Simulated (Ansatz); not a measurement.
Species: C6H15B, charge 0, multiplicity 1. 
Structure (B3LYP-D3(BJ)/def2-TZVP (Ansatz, a first-principles code) minimum search):
```
C
H 1 1.0950
H 1 1.0961 2 106.02
C 1 1.5279 2 109.02 3 116.98
H 4 1.0945 1 109.02 2 -179.99
H 4 1.0946 5 106.16 1 117.17
C 4 1.5259 5 109.73 6 118.53
H 7 1.0917 4 111.50 5 -58.12
H 7 1.0928 8 107.72 4 122.14
H 7 1.0928 8 107.71 9 115.74
C 1 1.5445 2 109.63 3 -118.33
H 11 1.0949 1 108.60 2 -178.68
H 11 1.0964 12 107.26 1 -116.39
B 11 1.5740 12 112.52 13 -122.06
C 14 1.5700 11 119.79 12 -16.91
H 15 1.0917 14 115.25 11 -163.42
H 15 1.0941 16 109.17 14 -127.81
H 15 1.0996 16 107.02 17 -113.33
C 14 1.5709 15 119.86 16 14.45
H 19 1.0915 14 115.24 15 170.50
H 19 1.0950 20 108.77 14 125.91
H 19 1.0981 20 107.63 21 113.11
```
Charge 0, spin multiplicity 1.

Quantity: atomisation energy (electronic, to ground-state atoms), in kJ/mol. Valence correlation only, unless marked. Open shells are spin-unrestricted. No spin-orbit coupling. No relativistic terms. The coupled-cluster limit lacks core correlation, which all-electron functionals hold. CBS(X,Y): correlation extrapolated as X^-3; Hartree-Fock from the larger set. [CCSD(T)-MP2]/basis is that difference in the basis named.

| level | program | atomisation energy (kJ/mol) |
|---|---|---|
| B97M-V/def2-TZVPD | Ansatz | [?] |
| PBE0-D4/def2-TZVP | Ansatz + dftd4 | 8771.8 |
| HSE06-D4/def2-TZVPD | Ansatz + dftd4 | [?] |
| CAM-B3LYP-D4/def2-TZVPD | Ansatz + dftd4 | [?] |
| LC-wPBE-D3(BJ)/def2-TZVPD | Ansatz + dftd3 | [?] |
| B2PLYP-D3(BJ)/def2-TZVPD | Ansatz + dftd3 | 8640.3 |
| SCS-MP2/6-31G | Ansatz | 7671.3 |
| SCS-MP2/aug-cc-pVDZ | Ansatz | 8243.6 |
| CCSD/STO-3G | Ansatz | 9317.6 |
| CCSD/6-31G* | Ansatz | 7957.9 |
| CCSD(T) with core electrons/cc-pwCVTZ | Ansatz | 8569.7 |
| RI-MP2/CBS(cc-pVTZ,cc-pVQZ)+[CCSD(T)-MP2]/cc-pVTZ | Ansatz | 8706.4 |

Fill in the missing entries.


- B97M-V/def2-TZVPD, atomisation energy (kJ/mol): 8728.7
- HSE06-D4/def2-TZVPD, atomisation energy (kJ/mol): 8777.5
- CAM-B3LYP-D4/def2-TZVPD, atomisation energy (kJ/mol): 8756.9
- LC-wPBE-D3(BJ)/def2-TZVPD, atomisation energy (kJ/mol): 8747.9
